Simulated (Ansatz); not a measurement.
`C[NH][SnH2][OH]` → `[OH][SnH3]` + `C=N`  (β-hydride elimination)

Computed with Ansatz on PBE0-D4/def2-TZVP structures; ΔE is electronic, products minus reactants. CCSD(T)/CBS is the MP2 limit (def2-TZVPP, def2-QZVPP) plus CCSD(T) − MP2 in def2-TZVPP, frozen cores. This one scheme is used for every species. DFT in def2-TZVPP. Elements past krypton have def2 core potentials. For Sn outer-core shells are correlated without core-valence functions, which leaves a few kJ/mol of doubt a bond. Each species was taken in one conformer, which may not be the lowest.

| species | PBE-D4 energy (Eh) |
| --- | --- |
| `C[NH][SnH2][OH]` | -386.45873 |
| `[OH][SnH3]` | -291.86192 |
| `C=N` | -94.54818 |

Q: Work out ΔE.

A: ΔE = (-291.86192) + (-94.54818) − (-386.45873) = 0.04863 Eh = +30.5 kcal/mol. CCSD(T)/CBS gives +31.3 kcal/mol.

Largest T1 diagnostic among the species: 0.014.

From PBE to PBE0 (25 % exact exchange), in def2-TZVPP and without D4, ΔE moves by +2.2 kcal/mol. The D4 term adds +3.3 kcal/mol with B3LYP and +1.8 kcal/mol with PBE0; it sums over pairs of atoms, weighted by their polarisabilities, and B3LYP, whose exchange is more repulsive, gets the larger term. In def2-TZVPP, CCSD(T) changes the Hartree–Fock value by +6.1 kcal/mol (the triples alone add +0.4 kcal/mol) and MP2 by +10.0 kcal/mol.

B3LYP here is the variant with VWN-RPA as its local correlation; programs differ in this.
